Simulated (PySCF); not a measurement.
# Ca (calcium, neutral) across methods

[Ar] 4s1 5s1, high-spin 3S determinant (an excited configuration). Calculation: PySCF 2.14, in dyall-av3z (25s18p5d4f, 132 functions); no relativity, point nucleus.

| method | E (hartree) | mean ε 3p β (eV) | mean ε 4s α (eV) | mean ε 5s α (eV) | Σ⟨r²⟩ (bohr²) | ⟨S²⟩ |
| --- | --- | --- | --- | --- | --- | --- |
| UHF | -676.64498 | -39.906 | -8.536 | -2.038 | 154.4 | 2.000 |
| r2SCAN | -677.389 | -32.394 | -6.397 | -1.366 | 137.5 | 2.000 |
| r2SCANh | -677.390 | -33.214 | -6.646 | -1.447 | 137.8 | 2.000 |
| wB97M-V | -677.400 | -36.342 | -8.554 | -2.086 | 135.5 | 2.000 |
| BHandHLYP | -677.442 | -36.091 | -7.501 | -1.671 | 143.3 | 2.000 |
| LDA | -675.599 | -31.551 | -6.418 | -1.412 | 132.8 | 2.000 |
| PBE0 | -677.256 | -33.889 | -6.905 | -1.635 | 136.6 | 2.000 |

(1) Estimate the same row for PBE.

The outer electron is Rydberg-like, and this basis confines it to a smaller radius and binds it less than a complete one would.

## Answers

(1) E (hartree) = -677.211; mean ε 3p β (eV) = -31.511; mean ε 4s α (eV) = -6.250; mean ε 5s α (eV) = -1.424; Σ⟨r²⟩ (bohr²) = 133.5; ⟨S²⟩ = 2.000.
